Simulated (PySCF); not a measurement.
## Electron correlation in Sb (antimony, neutral)

[Kr] 4d10 5s1 5p3 6s1, high-spin 6S determinant (an excited configuration). Computed with PySCF 2.14 in aug-cc-pVQZ-PP with ECP28MDF, with scalar relativity through the core potential. Frozen: 4s2 4p6 4d10; 5 electrons correlated.

| level | correlation energy (mhartree) |
| --- | --- |
| CCSD | -31.78 |
| (T) | -0.77 |
| CCSD(T) | -32.55 |

Diagnostics: T1 = 0.012, D1 = 0.0381, largest double amplitude 0.027.

The outer electron is Rydberg-like, and this basis confines it to a smaller radius and binds it less than a complete one would.

Cost of the coupled-cluster step: of the order of 12 core-seconds, for 5 correlated electrons.
